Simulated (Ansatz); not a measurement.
Start from `[AsH3]` and change one element to get NH₃.

Ansatz, PBE0-D4/def2-TZVP geometries, multiplicity 1. 

Scalar relativity is left out up to krypton.

| property | `[AsH3]` |
| --- | --- |
| HOMO–LUMO gap (PBE/def2-TZVPP) / eV | 6.50 |
| ideal-gas entropy at 298 K and 1 bar (rigid rotor, harmonic PBE0-D4/def2-TZVP) / J/(mol·K) | 223 |
| HOMO energy (B3LYP/def2-TZVPP) / eV | -7.63 |
| zero-point energy (PBE0-D4/def2-TZVP) / kJ/mol | 57.6 |
| LUMO energy (PBE0/def2-TZVPP) / eV | 0.68 |
| HOMO energy (PBE0/def2-TZVPP) / eV | -7.81 |

(1) Give the same properties after the change, and the shifts. (Estimate.)

Results:

(1) The calculation gave: 
```tsv
property	NH₃	shift
HOMO–LUMO gap (PBE/def2-TZVPP) / eV	6.19	-0.31
ideal-gas entropy at 298 K and 1 bar (rigid rotor, harmonic PBE0-D4/def2-TZVP) / J/(mol·K)	192	-31
HOMO energy (B3LYP/def2-TZVPP) / eV	-7.33	0.30
zero-point energy (PBE0-D4/def2-TZVP) / kJ/mol	90.5	32.9
LUMO energy (PBE0/def2-TZVPP) / eV	1.03	0.35
HOMO energy (PBE0/def2-TZVPP) / eV	-7.58	0.23
```

With PBE0 the HOMO rises by 0.23 eV and the LUMO rises by 0.35 eV, so the gap widens by about 0.12 eV. PBE moves the HOMO by 0.73 eV and ωB97M-V by -0.07 eV.

B3LYP here is the variant with VWN-RPA as its local correlation; programs differ in this.
